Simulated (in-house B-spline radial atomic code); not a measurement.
Checks on a self-consistent run for the strontium ion Sr²⁺, [Ar] 3d10 4s2 4p5 7f1. Level of theory: Dirac-Hartree-Fock, average of configuration, Fermi nucleus of rms radius 4.224 fm; calculated with a B-spline radial code for spherical atoms.

```
orbital        q      ε (Eh)      <1/r>        <r²>  small-component weight
  1s1/2        2  -596.67694    38.9998  0.00206558                0.019086
  2s1/2        2   -84.18570    8.80795   0.0348367               0.0038604
  2p1/2        2   -76.41809    8.74411   0.0267149               0.0038295
  2p3/2        4   -73.88433    8.40853   0.0281047               0.0037267
  3s1/2        2   -14.98671     2.9487    0.273719              0.00097639
  3p1/2        2   -12.10437    2.83013    0.279372              0.00091816
  3p3/2        4   -11.69910     2.7527     0.29049              0.00089245
  3d3/2        4    -6.65710    2.52283    0.295466              0.00077086
  3d5/2        6    -6.58663    2.50225     0.29959              0.00076296
  4s1/2        2    -2.86091   0.992416     2.02146              0.00017778
  4p1/2   1.6667    -2.06059    0.88664     2.50317              0.00014806
  4p3/2   3.3333    -2.01128   0.868503     2.59013              0.00014388
  7f5/2  0.42857    -0.09360  0.0649066     546.066              2.7787e-06
  7f7/2  0.57143    -0.09362  0.0649246     545.893              2.7804e-06
```

Electron-electron repulsion V_ee = 1182.8846 hartree.

(1) What total energy follows from the eigenvalues?

(2) Does the Dirac virial theorem hold?

(3) What diamagnetic shielding (Lamb formula) and susceptibility (Langevin formula) do the radii give?

Results:

(1) The eigenvalues count the repulsion twice, so E = Σqε - V_ee = -1993.180 - 1182.885 = -3176.064 hartree; the run printed -3176.064.

(2) For a point nucleus E = -2c²Σq·w, with w the small-component weight. Here Σq·w = 0.084563 and c = 137.0360, so the ratio E/(-2c²Σq·w) is 1.000019; the finite nucleus accounts for the departure from 1.

(3) σ = (α²/3)Σq<1/r> = 200.834/(3·137.036²) = 3564.9 ppm, and χ = -0.79199×10⁻⁶·Σq<r²> = -450.1×10⁻⁶ cm³/mol with Σq<r²> = 568.3 bohr². Both are non-relativistic formulas without the paramagnetism of open shells.
